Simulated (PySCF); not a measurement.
These are B3LYP-D3(BJ)/def2-TZVP // B3LYP-D3(BJ)/def2-SVP in PySCF values and carry that method's errors. Isolated molecules, 0 K electronic values unless said otherwise. One relaxed conformer stands for a flexible species; it need not be the lowest. B3LYP has the VWN-RPA correlation part, as in Gaussian. Delta-SCF ions had no search for a lower state. 

Reference species (SMILES): `[SiH3][Si]([SiH3])([SiH3])[SiH3]` (neutral, multiplicity 1).

```json
{
  "vertical ionisation energy (Delta-SCF)": "9.54 eV",
  "HOMO": "-7.80 eV"
}
```

Changed species: `[SiH3][Si](OC)(OC)OC` (1 of 4 OCH3 replaced by SiH3; the reference has 4 of 4 OCH3 replaced by SiH3).

Problem. Give the shifts of the vertical ionisation energy (Delta-SCF) and HOMO.

Solution. the vertical ionisation energy (Delta-SCF) falls by 0.17 eV, to 9.37 eV; the HOMO rises by 0.32 eV, to -7.48 eV.
